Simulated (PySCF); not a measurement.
Bromine: a sound run and one with changed settings

Sound run: Br²⁺ [Ar] 3d10 4s2 4p3, Br³⁺ [Ar] 3d10 4s2 4p2. Calculation: PySCF 2.14, in cc-pVTZ-PP with ECP10MDF; a scalar-relativistic core potential. The sound run starts from symmetry-adapted Hartree-Fock orbitals and uses a fine grid where one is needed.

Changed run: 14 angular points. This setting is unsound on purpose.

| species | method | sound run (hartree) | changed run (hartree) | converged |
| --- | --- | --- | --- | --- |
| Br²⁺ | UHF | -414.35300 | -414.35300 | yes |
| Br²⁺ | PBE0 | -415.56322 | -415.56322 | yes |
| Br²⁺ | TPSS | -415.50937 | -415.50937 | yes |
| Br³⁺ | UHF | -413.08064 | -413.08064 | yes |
| Br³⁺ | PBE0 | -414.27181 | -414.27242 | yes |
| Br³⁺ | TPSS | -414.21976 | -414.22124 | yes |

Ionisation energy of Br²⁺:

```csv
method,sound run (eV),changed run (eV)
UHF,34.623,34.623
PBE0,35.141,35.124
TPSS,35.092,35.052
```

A coarse angular grid integrates products of high-l functions wrongly, so density functionals can shift, and the SCF can exploit the error; Hartree-Fock and MP2 need no grid.

For comparison, NIST gives 34.871 ± 0.019 eV between the lowest levels.
